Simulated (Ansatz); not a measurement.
Calculated with Ansatz (gas phase, PBE0-D4/def2-TZVP geometries, no zero-point term in ΔE). CCSD(T)/CBS is the MP2 limit (def2-TZVPP, def2-QZVPP) plus CCSD(T) − MP2 in def2-TZVPP, frozen cores. This one scheme is used for every species. Functionals use def2-TZVPP. B3LYP here is the variant with VWN-RPA as its local correlation; programs differ in this. Each species was taken in one conformer, which may not be the lowest.

Reaction (β-hydride elimination): `CO[SiH2]S[SiH](F)F` → `F[SiH](F)S[SiH3]` + `C=O`

| level | ΔE (kJ/mol) | difference from CCSD(T)/CBS |
| --- | --- | --- |
| r2SCAN-D4 | 210.8 | 4.6 |
| B3LYP-D4 | 199.5 | -6.7 |
| ωB97X-V | 208.0 | 1.8 |
| ωB97M-V | 207.7 | 1.5 |
| B2PLYP | 193.1 | -13.1 |
| HF/def2-TZVPP | 182.3 | -23.9 |
| MP2/def2-TZVPP | 210.0 | 3.8 |
| SCS-MP2/def2-TZVPP | 197.3 | -8.9 |
| MP2/def2-QZVPP | 214.3 | 8.1 |
| CCSD/CBS(def2) | 206.5 | 0.3 |
| CCSD(T)/CBS | 206.2 | 0 |

Largest T1 diagnostic among the species: 0.015.

In def2-TZVPP, CCSD(T) changes the Hartree–Fock value by +16.7 kJ/mol (the triples alone add −0.4 kJ/mol) and MP2 by +27.8 kJ/mol. From PBE to PBE0 (25 % exact exchange), in def2-TZVPP and without D4, ΔE moves by +16.2 kJ/mol.
